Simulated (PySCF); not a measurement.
A side-by-side comparison of computed properties.

First species: C₃H₁₁NSSi₂.
SMILES: `CS[Si@@H]1CC[SiH2]N1`

Second species: C₅H₅N.
SMILES: `CC#CCC#N`

Levels: CAM-B3LYP/def2-SVPD for HOMO energy, LUMO energy, HOMO–LUMO gap and static isotropic polarisability; TDDFT CAM-B3LYP/def2-SVPD for lowest singlet excitation; TDA CAM-B3LYP/def2-SVPD for lowest triplet excitation (Tamm–Dancoff); ΔSCF CAM-B3LYP/def2-SVPD for vertical ionisation energy. Geometries: PBE0-D3(BJ)/def2-SVP. Each structure is a single optimised conformer of the isolated species, non-relativistic unless stated; the electronic structure was computed with PySCF and density fitting.

Q: Which of the two has the higher vertical ionisation energy, and by how much?

A: The second: 10.21 eV against 8.71 eV, a difference of 1.50 eV.

Q: Which of the two has the higher T1 energy, and by how much?

A: The second: 5.37 eV against 5.19 eV, a difference of 0.18 eV.

Q: Which of the two has the higher S1 energy, and by how much?

A: The second: 6.45 eV against 5.54 eV, a difference of 0.91 eV.

Q: Which of the two has the higher static isotropic polarisability, and by how much?

A: The first: 114.2 au against 62.5 au, a difference of 51.7 au.

Q: Which of the two has the higher HOMO energy, and by how much?

A: The first: -8.00 eV against -9.24 eV, a difference of 1.24 eV.

Q: Which of the two has the higher HOMO–LUMO gap, and by how much?

A: The second: 10.15 eV against 8.91 eV, a difference of 1.24 eV.

On the first: The ΔSCF ionisation energy exceeds −ε(HOMO) by 0.71 eV with CAM-B3LYP. The vertical singlet–triplet gap S1 − T1 is 0.35 eV (TDDFT singlet less Tamm–Dancoff triplet; S1: HOMO→LUMO, weight 0.74; T1: HOMO→LUMO, weight 0.65).

On the second: No computed singlet falls in the visible range (750 to 380 nm, 1.65 to 3.26 eV); S1 lies 3.19 eV above its blue end. S1 lies 3.70 eV below the HOMO–LUMO gap.
